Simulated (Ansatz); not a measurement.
`[SiH3]C[SiH](Cl)Cl` → `Cl[Si]Cl` + `C[SiH3]` at 600 K and 1 bar (silylene formation by 1,1-elimination).

Isolated molecules relaxed with PBE0-D4/def2-TZVP in Ansatz; ΔE leaves out vibrations. CBS: MP2 limit from def2 TZ/QZ plus the TZ coupled-cluster correction, frozen cores. This one scheme is used for every species. Each species was taken in one conformer, which may not be the lowest.

| species | CCSD(T)/CBS energy (Eh) | H − E (kJ/mol) | S (J/(mol·K)) |
| --- | --- | --- | --- |
| `[SiH3]C[SiH](Cl)Cl` | -1539.49563 | 240.2 | 492.1 |
| `Cl[Si]Cl` | -1208.69388 | 36.3 | 319.6 |
| `C[SiH3]` | -330.73916 | 199.7 | 315.0 |

H − E and S are ideal-gas, rigid-rotor, harmonic terms from PBE0-D4/def2-TZVP, for one conformer and one mirror image of each species. 1 Eh = 2625.50 kJ/mol, R = 8.31446 J/(mol·K).

Task: By hand: ΔE, ΔH, ΔS and ΔG.

Result: ΔE = (-1208.69388) + (-330.73916) − (-1539.49563) = 0.06259 Eh = 164.3 kJ/mol. Δ(H − E) = 36.3 + 199.7 − 240.2 = -4.2, so ΔH = 160.1 kJ/mol. ΔS = 319.6 + 315.0 − 492.1 = 142.5 J/(mol·K). ΔG = 160.1 − 600 × (142.5)/1000 = 74.6 kJ/mol.

Task: By hand: the equilibrium constant, and the temperature at which ΔG would vanish if ΔH and ΔS stayed fixed.

Result: log₁₀ K = −ΔG/(RT ln 10) = -6.5. ΔG = 0 at ΔH/ΔS = 1124 K.

The number of gas molecules changes by +1, which sets the sign of ΔS. A doubt of 5 kJ/mol in ΔE shifts log₁₀ K by 0.4 here. Other conformers and mirror images would add mixing entropy, several J/(mol·K) or more a flexible species. Modes under 60 cm⁻¹, often nearly free rotors, make the harmonic entropy too high. These are equilibria of isolated gas molecules and say nothing of rates. Largest T1 diagnostic: 0.013 (customary marks: 0.02 for closed shells, 0.045 for open ones).
